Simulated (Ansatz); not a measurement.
`B[O][GaH2]` + `C=C(S)Cl` → `BSC(=C)Cl` + `[OH][GaH2]`  (ligand exchange at a B–O bond)

Computed with Ansatz on PBE0-D4/def2-TZVP structures; ΔE is electronic, products minus reactants. CCSD(T)/CBS is the MP2 limit (def2-TZVPP, def2-QZVPP) plus CCSD(T) − MP2 in def2-TZVPP, frozen cores. Functionals use def2-TZVPP. B3LYP here is the variant with VWN-RPA as its local correlation; programs differ in this. For Ga outer-core shells are correlated without core-valence functions, which leaves a few kJ/mol of doubt a bond. Scalar relativity is left out up to krypton. One conformer a species, not always the lowest.

Q: Is it downhill or uphill in electronic energy at CCSD(T)/CBS, and by how much? (Estimate.)

A: Computed: Uphill: ΔE = +32.8 kJ/mol.

Q: What do these levels give: revPBE-D4, B97M-V, r2SCAN0-D4, PBE, r2SCAN, B3LYP, BHLYP, CAM-B3LYP, LC-ωPBE, CCSD/def2-TZVPP, CCSD(T)/def2-TZVPP, MP2/def2-QZVPP? (Estimate.)

A: Ansatz gave: revPBE-D4 22.4, B97M-V 33.3, r2SCAN0-D4 34.3, PBE 25.6, r2SCAN 30.7, B3LYP 43.3, BHLYP 50.1, CAM-B3LYP 47.4, LC-ωPBE 39.0, CCSD/def2-TZVPP 42.4, CCSD(T)/def2-TZVPP 36.9, MP2/def2-QZVPP 30.9 kJ/mol.

Largest T1 diagnostic among the species: 0.016.

Leaving LDA and LC-ωPBE aside and taking each functional with its dispersion term where it has one, the values, not all of them listed here, spread over 25.1 kJ/mol, from revPBE-D4 to BHLYP-D4. At CCSD(T), def2-SVP lies +18.4 kJ/mol from the extrapolated value and def2-TZVPP +4.1 kJ/mol. From BLYP to BHLYP (50 % exact exchange), in def2-TZVPP and without D4, ΔE moves by +10.1 kJ/mol.
